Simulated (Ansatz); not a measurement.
The O4–H5 bond of BH3O (SMILES BO) is stretched (multiplicity 1, the rest rigid).
Geometry at rest (charge 0, multiplicity 1):
```xyz
5

B     -0.4484    -0.5534     0.0610
H     -0.3382    -1.3375     0.9518
H     -1.3024    -0.6419    -0.7734
O      0.4452     0.4596     0.0279
H      0.3210     1.0699    -0.7069
```

Frozen-core correlation.

Codes used: Ansatz (a first-principles code) with Gaussian orbitals. Values without a source in brackets are computed.

FIC-MRCISD+Q on CASSCF(4,3)/cc-pVTZ, total energies (hartree):

```
R (Å)       CASSCF       MRCISD  weight c² of the reference
-----  -----------  -----------  --------------------------
0.963  -101.389600  -101.714540                     0.91995
1.686  -101.272407  -101.586172                     0.91594
3.082  -101.234641  -101.539607                     0.91468
```

Task: Add the Davidson correction (E_MRCISD − E_CASSCF)(1 − c²)/c² and give the energies above the first point at the three levels.

Result: 
Corrections (hartree): -0.028276, -0.028795, -0.028447. Above the first point (kcal/mol):
- R = 1.686 Å: CASSCF 73.5, MRCISD 80.6, with the correction 80.2
- R = 3.082 Å: CASSCF 97.2, MRCISD 109.8, with the correction 109.7

Doubts at one or more of the structures used: active orbitals that take no part (FIC-MRCISD+Q on CASSCF(4,3)/cc-pVTZ).
